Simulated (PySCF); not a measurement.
## Converging Ge₂ in the basis (PBE0)

PySCF, UKS reference; triplet, unpaired electrons π ↑↑; De to Ge + Ge without counterpoise correction.

```tsv
basis	relativity	functions	Re (Å)	ωe (cm⁻¹)	De (eV)
cc-pVTZ-PP	scalar-relativistic core potentials	78	2.383	291	2.89
def2-TZVPP	no relativity	96	2.383	295	2.97
def2-TZVPPD	no relativity	108	2.380	296	2.99
```

How does each smaller set differ from the one with most functions, def2-TZVPPD?

cc-pVTZ-PP: +0.3 pm, -1.7 % in ωe, -0.10 eV in De; def2-TZVPP: +0.3 pm, -0.3 % in ωe, -0.02 eV in De. All at PBE0; the set with most functions is neither the basis-set limit nor always the best. The rows treat relativity differently, so the differences are not basis effects alone.

Spin–orbit coupling is left out. The state was picked by a PBE0 search and need not be the measured ground state.
